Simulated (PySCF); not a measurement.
Vertical excitations of a molecule C₃H₅BFN from TDA-CAM-B3LYP/def2-SVPD (PySCF 2.14.0), as energy in eV (oscillator strength): 6.05 (0.019), 6.61 (0.019), 7.00 (0.190), 7.05 (0.062), 7.49 (0.027), 7.61 (0.047), 7.79 (0.043), 7.95 (0.050), 8.01 (0.023), 8.30 (0.102). Lowest triplet (TDA): 4.21 eV. Coordinates come from a B3LYP-D3(BJ)/def2-SVP optimisation. Other conformers were not sampled.

Problem. Pick the molecule that these values belong to.
A) C=C=CB(N)F
B) CC1=NCB1F
C) NB1C=C(F)C1
D) NB1C=C[C@@H]1F

Solution. D, NB1C=C[C@@H]1F
